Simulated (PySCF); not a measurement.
C₂H₉GaN, neutral, multiplicity 2. Atoms are numbered in the order given.

```xyz
13

Ga     0.4154     0.2045     0.0000
C     -0.5079     0.7259     1.7048
H     -0.1373     0.1767     2.5859
H     -0.3590     1.7995     1.9070
H     -1.5981     0.5569     1.6230
C     -0.5079     0.7259    -1.7048
H     -0.1373     0.1767    -2.5859
H     -1.5981     0.5569    -1.6230
H     -0.3590     1.7995    -1.9070
N     -0.2250    -1.9048     0.0000
H     -1.2460    -1.9739     0.0000
H      0.1141    -2.4049    -0.8232
H      0.1141    -2.4049     0.8232
```
Charge 0, spin multiplicity 2.

The structure is a stationary point at r2SCAN-D4/def2-SVP. The spin state was assumed, not searched. The isomer is the one that the SMILES or the coordinates give; other isomers of the formula were not compared.

Level of theory: PBE0/def2-TZVP in PySCF.

ESP charges are fitted to the potential on shells at 1.4 to 2.0 van der Waals radii. Atomic charges (e):

| atom | Löwdin | meta-Löwdin | ESP fit | Mulliken spin |
|---|---|---|---|---|
| Ga1 | 0.02 | 0.24 | -0.25 | 0.86 |
| C2 | -0.54 | -0.58 | 0.04 | 0.04 |
| H3 | 0.12 | 0.11 | -0.05 | 0.00 |
| H4 | 0.12 | 0.12 | 0.00 | 0.00 |
| H5 | 0.12 | 0.10 | -0.01 | 0.02 |
| C6 | -0.54 | -0.58 | 0.04 | 0.04 |
| H7 | 0.12 | 0.11 | -0.05 | 0.00 |
| H8 | 0.12 | 0.10 | -0.01 | 0.02 |
| H9 | 0.12 | 0.12 | 0.00 | 0.00 |
| N10 | -0.14 | -0.48 | -0.52 | -0.01 |
| H11 | 0.17 | 0.25 | 0.29 | 0.02 |
| H12 | 0.17 | 0.25 | 0.27 | 0.00 |
| H13 | 0.17 | 0.25 | 0.27 | 0.00 |
